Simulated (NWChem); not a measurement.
Species: CH3F3Zr; SMILES [CH3][Zr]([F])([F])[F]

No frequency run checked for a minimum. def2 effective core potentials on Zr; no spin-orbit coupling.

Question: Give the equilibrium geometry at PBE0/def2-SVP with def2 effective core potentials on Zr (NWChem) as a list of bonds and angles, with the point group.

Answer: point group Cs; any orientation.
Bonds (Å): Zr1–F2 1.901, Zr1–F3 1.901, Zr1–F4 1.901, Zr1–C5 2.201, C5–H6 1.105, C5–H7 1.105, C5–H8 1.105. Bond angles (°): F2–Zr1–F3 112.6, F2–Zr1–F4 112.6, F2–Zr1–C5 106.1, F3–Zr1–F4 112.6, F3–Zr1–C5 106.2, F4–Zr1–C5 106.2, Zr1–C5–H6 111.2, Zr1–C5–H7 111.1, Zr1–C5–H8 111.2, H6–C5–H7 107.7, H6–C5–H8 107.7, H7–C5–H8 107.7.
